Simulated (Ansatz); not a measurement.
Total energies of In₁₁P₁₂H₃₂⁺, a nanocrystal cut from zinc blende InP (hydrogen-capped) from Ansatz at LC-ωPBE/def2-SVP, gas phase (1 Eh = 27.2114 eV = 2625.5 kJ/mol). The reference geometry is relaxed at PBE-D4/def2-SVP.

```xyz
55

In    4.930   -0.949    1.851
In    3.046    1.315   -4.327
In   -1.257   -1.631   -4.055
In    1.343   -3.374    3.083
In   -2.131   -3.728   -0.180
In    1.410   -1.418   -0.714
In    1.863    2.684    1.082
In   -1.005    1.681   -1.755
In   -1.422   -0.005    1.799
In   -4.614    0.009   -0.840
In   -3.194    4.415    1.582
P     3.119   -0.664   -2.519
P     2.796   -2.419    1.206
P     3.490    1.183    2.525
P    -0.386   -2.839   -1.843
P     0.748    2.439   -3.523
P    -2.734    0.098   -2.696
P    -0.562   -4.618    1.776
P    -0.132   -1.276    3.695
P    -3.145   -1.550    0.754
P     0.360    0.723    0.174
P    -2.071    3.861   -0.782
P    -2.552    2.097    2.802
H     5.586   -1.617    3.305
H     5.632   -0.539    0.318
H     4.250    2.417   -3.762
H     2.661    0.535   -5.814
H    -2.246   -2.749   -4.922
H     0.127   -0.680   -4.539
H     1.978   -4.208    4.456
H    -3.221   -4.987   -0.646
H     2.778    3.227   -0.291
H     0.818    3.578    2.149
H    -5.992   -0.877   -1.383
H    -4.474    1.557   -0.035
H    -4.892    4.293    1.324
H    -2.103    5.536    2.311
H     3.475   -1.872   -3.199
H     4.321   -0.522   -1.751
H     3.321   -3.629    0.641
H     4.419    2.078    3.146
H     2.777    0.843    3.719
H     0.334   -4.016   -2.235
H    -0.036    2.714   -4.689
H     1.032    3.797   -3.168
H    -3.284    0.957   -3.706
H     0.079   -5.787    1.254
H    -1.372   -5.286    2.751
H    -1.036   -1.636    4.745
H     0.658   -0.333    4.427
H    -3.956   -1.949    1.868
H    -1.079    4.867   -1.019
H    -2.995    4.280   -1.792
H    -1.758    2.386    3.957
H    -3.701    1.587    3.487
```

```json
{"state": "charge 1 singlet", "geometry": "reference", "energy (Eh)": "-6204.90470"}
{"state": "charge 2 doublet", "geometry": "reference", "energy (Eh)": "-6204.50520"}
{"state": "charge 0 doublet", "geometry": "reference", "energy (Eh)": "-6205.01094"}
```

In the def2 sets In takes a core potential; there is no spin–orbit coupling. LC-ωPBE has ω = 0.4 bohr⁻¹. Single mean-field runs in def2-SVP are fitted with def2-universal-jkfit.

(1) Work out the vertical ionisation energy to the doublet.

(2) Work out the vertical electron affinity, to the doublet.

(3) Give the fundamental gap IE − EA, the Mulliken electronegativity (IE + EA)/2 and the hardness (IE − EA)/2.

(1) E(charge 2 doublet) − E(charge 1 singlet) = -6204.50520 − (-6204.90470) = 0.39950 Eh = 10.87 eV. For comparison, −ε of the highest occupied level is 11.57 eV at this level, 0.70 eV more.

(2) E(charge 1 singlet) − E(charge 0 doublet) = -6204.90470 − (-6205.01094) = 0.10624 Eh = 2.89 eV.

(3) From the values in Eh: IE − EA = 0.39950 − 0.10624 = 0.29326 Eh = 7.98 eV; (IE + EA)/2 = 6.88 eV; (IE − EA)/2 = 3.99 eV. The HOMO–LUMO gap of the same run is 9.26 eV, 1.28 eV larger than the fundamental gap.
